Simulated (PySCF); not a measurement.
HCl3Ge, charge +1, doublet, at a GFN2-xTB geometry (a state made from the parent by changing its charge; the spin is typed, not shown lowest).

Input for PySCF:
```python
from pyscf import gto, scf, dft

mol = gto.Mole()
mol.atom = '''
    Ge   -0.01929445   -0.00138719    0.27034132
    Cl   -0.21577045    2.04019173   -0.21134258
    Cl    1.89128543   -0.81909955   -0.07563228
    Cl   -1.63154486   -1.21793090   -0.32910572
    H    -0.13006941   -0.00935147    1.82244780
'''
mol.basis = 'pc-2'
mol.charge = 1
mol.spin = 1
mol.verbose = 4
mol.build()

mf = dft.UKS(mol)
mf.xc = 'b3lyp'
mf = mf.density_fit(auxbasis='def2-universal-jkfit')
mf.kernel()
```

Q: What is the computed nuclear repulsion energy (DF-B3LYP/pc-2 (PySCF))?

A: 559.2203 Eh

Q: What number of basis functions does DF-B3LYP/pc-2 give?

A: 159

Q: Give the Mulliken (on the basis functions themselves) charges in atom order at the level DF-B3LYP/pc-2.

A: Ge1 0.53, Cl2 0.09, Cl3 0.09, Cl4 0.09, H5 0.19

Q: Give the HOMO energy at the level DF-B3LYP/pc-2.

A: -14.91 eV

Q: What <S^2> does DF-B3LYP/pc-2 give?

A: 0.757

Q: What total energy does DF-B3LYP/pc-2 give?

A: -3458.127525 Ha

These values belong to the state on which the SCF converged, which isn't shown to be the lowest.
